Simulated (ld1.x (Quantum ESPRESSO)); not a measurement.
## Mn (Z = 25): excitation energies, all-electron against ultrasoft

```
Element                 : Mn (Z = 25)
Generator               : ld1.x (Quantum ESPRESSO) 7.5
Type                    : ultrasoft
Functional              : PBEsol
Relativity              : scalar-relativistic
Frozen core             : [Ar]
Valence charge          : 7
Reference configuration : 3d6 4s1 4p0
Partial waves           : 4s (bound): rcut 2.35, rcutus 2.80 bohr; 4s channel at 0.6 Ry: rcut 2.35, rcutus 2.80 bohr; 4p (bound, empty): rcut 2.40, rcutus 2.90 bohr; 4p channel at 0.65 Ry: rcut 2.40, rcutus 2.90 bohr; 3d (bound): rcut 1.10, rcutus 1.25 bohr; 3d channel at 0.25 Ry: rcut 1.10, rcutus 1.25 bohr
Local potential         : all-electron potential smoothed inside 2.55 bohr (lloc = -1)
Core correction         : none
Augmentation charge     : PSQ, radius 1.10 bohr
```

Energies are relative to the spin-unpolarised reference configuration 3d6 4s1 4p0; without spin polarisation the order of configurations can differ from experiment. Not all tests gave a result: test run stopped at test 6 of 7 (negative rho). The frozen-core shift is the all-electron ΔE with the core orbitals held at their reference shape minus the fully relaxed ΔE.

Q: Give the all-electron excitation energy and the error of the potential for: 3d5 4s2 4p0; 3d5 4s1 4p0; 3d5 4s0 4p0; 3d4 4s2 4p1; 3d5 4s0 4p2.

A:

```
valence configuration  charge  ΔE all-electron (eV)  error AE − PS (meV)  frozen-core shift (meV)
          3d5 4s2 4p0       0                 0.366                 -0.6                      +77
          3d5 4s1 4p0      +1                 8.798                 -8.1                      +69
          3d5 4s0 4p0      +2                24.309                  +35                      +83
          3d4 4s2 4p1       0                 8.194                 +138                     +527
          3d5 4s0 4p2       0                 8.327                 +3.4                      +79
```

Levels in the configuration 3d4 4s2 4p1:

| level | all-electron (eV) | pseudo (eV) |
| --- | --- | --- |
| 3d | -13.005 | -12.659 |
| 4s | -7.196 | -7.204 |
| 4p | -2.617 | -2.629 |
